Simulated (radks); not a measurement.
The numbers below are computed, except where a source is named.
Radial electron density D(r) = 4 pi r^2 rho(r) of an atom or ion with 18 electrons. Level of theory: scalar-relativistic Kohn-Sham, SCAN, spin-polarised, spherical densities, finite nucleus; meta-GGA in the generalised Kohn-Sham scheme; Fermi nuclear charge, rms radius of each element as measured or else 0.836 A^(1/3) + 0.57 fm (a radial shooting solver on a logarithmic mesh with Libxc functionals).

| r (bohr) | D(r) (e/bohr) |
|---|---|
| 0.0009499 | 1.789 |
| 0.001063 | 2.173 |
| 0.001179 | 2.600 |
| 0.001319 | 3.150 |
| 0.001475 | 3.809 |
| 0.001637 | 4.536 |
| 0.001831 | 5.464 |
| 0.002048 | 6.564 |
| 0.002272 | 7.765 |
| 0.002541 | 9.277 |
| 0.002842 | 11.05 |
| 0.003154 | 12.95 |
| 0.003528 | 15.30 |
| 0.003914 | 17.78 |
| 0.004378 | 20.81 |
| 0.004897 | 24.22 |
| 0.005434 | 27.71 |
| 0.006078 | 31.82 |
| 0.006798 | 36.25 |
| 0.007543 | 40.59 |
| 0.008437 | 45.42 |
| 0.009437 | 50.27 |
| 0.01047 | 54.65 |
| 0.01171 | 59.04 |
| 0.0131 | 62.89 |
| 0.01454 | 65.78 |
| 0.01626 | 67.96 |
| 0.01819 | 69.05 |
| 0.02018 | 69.04 |
| 0.02257 | 68.00 |
| 0.02525 | 66.16 |
| 0.02801 | 64.08 |
| 0.03133 | 61.99 |
| 0.03477 | 60.72 |
| 0.03889 | 60.68 |
| 0.04349 | 62.42 |
| 0.04826 | 65.73 |
| 0.05398 | 70.81 |
| 0.06038 | 76.58 |
| 0.067 | 81.40 |
| 0.07494 | 84.54 |
| 0.08382 | 84.17 |
| 0.093 | 79.99 |
| 0.104 | 71.51 |
| 0.1164 | 60.17 |
| 0.1291 | 49.07 |
| 0.1444 | 38.92 |
| 0.1615 | 32.65 |
| 0.1792 | 30.97 |
| 0.2005 | 32.73 |
| 0.2242 | 35.87 |
| 0.2488 | 37.60 |
| 0.2783 | 36.26 |
| 0.3088 | 31.69 |
| 0.3454 | 24.25 |
| 0.3863 | 16.17 |
| 0.4286 | 9.720 |
| 0.4794 | 4.810 |
| 0.5363 | 1.998 |
| 0.595 | 0.7446 |
| 0.6656 | 0.2100 |
| 0.7444 | 0.04702 |
| 0.826 | 0.009319 |
| 0.9239 | 0.001242 |

What is the nuclear charge?

Answer. Z = 53. The innermost maximum, from 1s, lies near gamma/Z bohr with gamma = sqrt(1 - (Z/c)^2) = 0.922, here 0.0174 bohr (found: 0.0191), and its height grows with Z. The density is that of the iodine ion I35+ in [Ar]; the configuration itself is not fixed sharply by these data, and Z only to a few units. D(r) has 3 maxima, at r = 0.0191, 0.0786, 0.253 bohr, and minima at 0.0371, 0.178 bohr, inside which lie 1.99, 10.37 electrons.
